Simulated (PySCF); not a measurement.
**Electronic absorption of C3H4F3NSi**

Compound: C₃H₄F₃NSi.
Atom-mapped SMILES: `[H]/[N:1]=[CH:2]\[SiH2:3][C:4]([F:5])=[C:6]([F:7])[F:8]` (hydrogens: H9 on N1; H10 on C2; H11, H12 on Si3)

The calculation used TDDFT CAM-B3LYP/def2-SVPD, vertical, gas phase, core orbitals frozen in the response in PySCF. Geometry: GFN2-xTB, one conformer, isolated molecule. Torsions of this conformer, `[H]/[N:1]=[CH:2]\[SiH2:3][C:4]([F:5])=[C:6]([F:7])[F:8]`: N1–C2–Si3–C4 134°, C2–Si3–C4–F5 -118°.

```csv
state,E (eV),E (hartree),f,|μ| (D),"main configurations (H = HOMO, L = LUMO)"
S1,4.23,0.1555,0.0007,0.20,H→L (82%)
S2,6.12,0.2247,0.0072,0.56,"H→L+1 (36%), H-1→L (20%), H-1→L+2 (9%)"
S3,6.27,0.2304,0.070,1.72,"H→L+1 (43%), H-1→L (15%), H→L+2 (12%)"
S4,6.67,0.2450,0.096,1.95,"H-1→L (30%), H→L+3 (28%), H-1→L+1 (13%)"
S5,6.90,0.2537,0.0067,0.51,"H→L+3 (40%), H-1→L (24%), H→L+2 (16%)"
S6,7.13,0.2620,0.059,1.48,"H→L+2 (30%), H→L+4 (29%), H-1→L+4 (19%)"
S7,7.24,0.2660,0.071,1.61,"H-1→L+1 (63%), H→L+2 (12%)"
S8,7.35,0.2702,0.020,0.85,"H-1→L+2 (42%), H→L+4 (16%), H-1→L+4 (10%)"
```

Triplets (Tamm–Dancoff): T1 3.41 eV, H→L (79%), H-1→L (8%); T2 4.25 eV, H-1→L+1 (34%), H→L+1 (18%), H-1→L (16%); T3 5.00 eV, H-2→L (70%), H-4→L (9%).

The lowest singlet comes at 293 nm (408 kJ/mol) in the ultraviolet; it is very weak; its leading configuration is HOMO→LUMO (82%). The most intense listed level is S4 at 6.67 eV (186 nm, f = 0.096), 2.44 eV above S1. Löwdin shares by element: HOMO nitrogen 42%, carbon 23% or more, silicon 8% (atoms not listed hold the other 26%); LUMO carbon 34% or more, nitrogen 30%, silicon 14% (atoms not listed hold the other 21%). Of the 8 states listed, 5 reach f = 0.01 and none stays under 0.0005. Weighted by f, the mean energy of these states is 6.82 eV. The oscillator strengths of these states sum to 0.332; summed over the whole spectrum of an exact calculation they would give the number of electrons, 70 (Thomas–Reiche–Kuhn). Singlets were solved by full linear response, triplets in the Tamm–Dancoff approximation.
